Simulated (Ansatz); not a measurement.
Consider the ligand exchange at a B–S bond: `CSBCl` + `OCS` → `SCOBCl` + CH₃SH.

Computed with Ansatz on PBE0-D4/def2-TZVP structures; ΔE is electronic, products minus reactants. CCSD(T)/CBS is the MP2 limit (def2-TZVPP, def2-QZVPP) plus CCSD(T) − MP2 in def2-TZVPP, frozen cores. This one scheme is used for every species. DFT in def2-TZVPP. One conformer a species, not always the lowest.

CCSD(T)/CBS gives -57.4 kJ/mol.

Another level gave -64.4 kJ/mol. Which?
A. HF/def2-TZVPP
B. CCSD/def2-TZVPP
C. MP2/def2-TZVPP
D. PBE/def2-TZVPP

B. CCSD/def2-TZVPP -64.4, PBE -49.2, MP2/def2-TZVPP -57.5, HF/def2-TZVPP -76.3 kJ/mol.

Largest T1 diagnostic among the species: 0.013.

In def2-TZVPP, CCSD(T) changes the Hartree–Fock value by +14.8 kJ/mol (the triples alone add +2.9 kJ/mol) and MP2 by +18.8 kJ/mol. From PBE to PBE0 (25 % exact exchange), in def2-TZVPP and without D4, ΔE moves by −3.1 kJ/mol.
